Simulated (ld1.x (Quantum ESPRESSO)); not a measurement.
**Ranking TM potentials for carbon (C)**

All share these settings but for the change named:

```json
{
 "Element": "carbon (C)",
 "Generator": "ld1.x (Quantum ESPRESSO) 7.5",
 "Type": "norm-conserving Troullier–Martins (Kleinman–Bylander form)",
 "Functional": "PBE",
 "Relativity": "scalar-relativistic",
 "Frozen core": "[He]",
 "Valence charge": "4",
 "Reference configuration": "2s1.5 2p2.5",
 "Partial waves": "2p (bound): rc 1.85 bohr; 2s (bound): rc 1.00 bohr",
 "Local potential": "the s channel",
 "Core correction": "a·sin(br)/r model core inside 0.75 bohr"
}
```

Cutoff: the first of the cutoffs (Ry, on a coarse ladder) from which the occupation-weighted sum of valence levels, in a spherical-Bessel basis at the reference potential, stays within 10 and 1 mRy of its value at 400 Ry; the density cutoff is not measured.

The base gives 35 Ry.

Of 9 variants that were run, those that failed, showed a ghost or another fault, or gave nearly equal values are left out.

A variant can come out equal or close to the base.

**Question.** Rank these variants from softest to hardest (loose cutoff).
A. wave 2s (bound): rc 1.00 bohr becomes 2s (bound): rc 1.44 bohr
B. wave 2s (bound): rc 1.00 bohr becomes 2s (bound): rc 0.86 bohr
C. all radii but the core radius scaled by about 1.35 (s 1.36, p 2.50 bohr)
D. wave 2p (bound): rc 1.85 bohr becomes 2p (bound): rc 1.32 bohr

**Answer.** C (30 Ry), A (35 Ry), D (50 Ry), B (60 Ry).
